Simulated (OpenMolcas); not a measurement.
Fe I.

```yaml
Program: OpenMolcas
Basis: ANO-RCC-VQZP [7s6p4d3f2g1h]
Scalar_Hamiltonian: DKH2, point nucleus
Active_space: 6 electrons in 5 orbitals (3d)
State_averaging: 2S+1 = 5 even, 5 roots; 2S+1 = 3 even, 45 roots; 2S+1 = 1 even, 50 roots (35 in the spin-orbit step)
Spin-orbit_coupling: state interaction with AMFI integrals over the reference wave functions, term energies averaged over their components
```

Two sets of levels on these reference wave functions, in cm-1 above 3d6 4s2 5D4: one from CASSCF and one from MS-CASPT2, IPEA 0.25 Eh, imaginary shift 0.1 Eh (closed shells correlated: 3s 3p 4s).

```tsv
Level	Set 1	Set 2
3d6 4s2 5D4	0.0	0.0
3d6 4s2 5D3	427	424
3d6 4s2 5D2	725	725
3d6 4s2 5D1	917	921
3d6 4s2 5D0	1011	1017
3d6 4s2 3H6	18800	21900
3d6 4s2 3H5	19010	22120
3d6 4s2 3H4	19160	22290
3d6 4s2 3P2(1)	17730	23960
3d6 4s2 3F4(1)	20000	25080
3d6 4s2 3P1(1)	18970	25200
3d6 4s2 3F3(1)	20210	25310
3d6 4s2 3F2(1)	20370	25480
3d6 4s2 3P0(1)	19500	25730
3d6 4s2 3G5	23130	27660
3d6 4s2 3G4	23500	28050
```

Q: Which set is which?

A: Set 1 is MS-CASPT2. Its levels of the other terms of 3d6 4s2 lie at 0.74 to 0.86 of the other set's values, as expected, since terms of lower spin or lower L gain more correlation energy than the Hund ground term. Against 15 measured levels (NIST Handbook of Basic Atomic Spectroscopic Data) the mean absolute deviation is 460 cm-1 with it and 3000 cm-1 without; single levels miss by up to 670 cm-1 with it.

CASPT2 does not keep the components of a term degenerate, so their means are used; among the terms shown or strongly mixed into the levels shown the widest spread is 320 cm-1 (3d6 4s2 3G, MS-CASPT2). Some high roots are left out of the spin-orbit mixing, which shifts the levels that they would mix with. With the s shell closed, the reference lacks s² → p², s² → d² and s → d mixing, so excited terms can stand far too high and out of order, with CASPT2 too. Without dynamic correlation excited terms often stand tens of per cent too high (terms of higher spin than the ground term too low), and those without a measured partner can miss by more than the paired ones (holds for CASSCF). Computed and measured levels are paired by configuration, term and J; levels that our copy of the source lacks, or whose pairing is in doubt (as where it misses far off the trend of its configuration), stay unpaired and out of the deviations. Levels of configurations outside the active space are missing. The table leaves out levels that lie high or whose names do not pair safely across all columns.

A number in round brackets counts repeated terms of one configuration in the order of the reference energies.
